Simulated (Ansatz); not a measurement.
Ideal-gas functions of `C[O][Ga][F]` radical at 400 K and 1 bar, from an Ansatz frequency run at PBE0-D4/def2-TZVP.

Molar mass 119.76 g/mol, point group Cs (symmetry number 1), electronic degeneracy 2, moments of inertia 54.427, 141.204, 192.449 u Å². Harmonic wavenumbers (cm⁻¹, unscaled): 68, 107, 126, 268, 584, 646, 1084, 1159, 1195, 1473, 1492, 1495, 3016, 3088, 3090.

Use S(trans) = R[1.5 ln M + 2.5 ln T − 1.1517]; rotational temperatures θ = 24.2544 K / I; S(rot) = R[ln(√π/σ · √(T³/θAθBθC)) + 1.5]; for each mode x = 1.438777 ν̃/T, S = R[x/(eˣ − 1) − ln(1 − e⁻ˣ)] and H = RT x/(eˣ − 1); 1 cm⁻¹ = 0.0119627 kJ/mol; R = 8.31446 J/(mol·K).

Task: By hand: the entropy, in J/(mol·K).

Result: Translation 174.6. Rotation: θ = 0.4456, 0.1718, 0.126 K, giving 111.2. Vibration, mode by mode: 20.04, 16.30, 14.97, 8.93, 3.52, 2.95, 0.84, 0.67, 0.61, 0.26, 0.25, 0.25, 0.00, 0.00, 0.00, in all 69.6. Electronic 5.8. Sum 361.2 J/(mol·K).

Task: By hand: H − E and G − E in kJ/mol, counted from the electronic energy.

Result: Zero-point energy ½ × 18891 × 0.0119627 = 113.0; thermal vibration 13.0; translation, rotation and pV give 4 RT = 13.3. H − E = 139.3 kJ/mol, and G − E = 139.3 − 400 × 361.2/1000 = -5.2 kJ/mol.

Vibration gives 19 % of the entropy, 51.3 J/(mol·K) of it from the modes under 150 cm⁻¹: soft modes count most, and the harmonic formula is weakest for them. The sum counts one conformer and one mirror image; others add a mixing term.
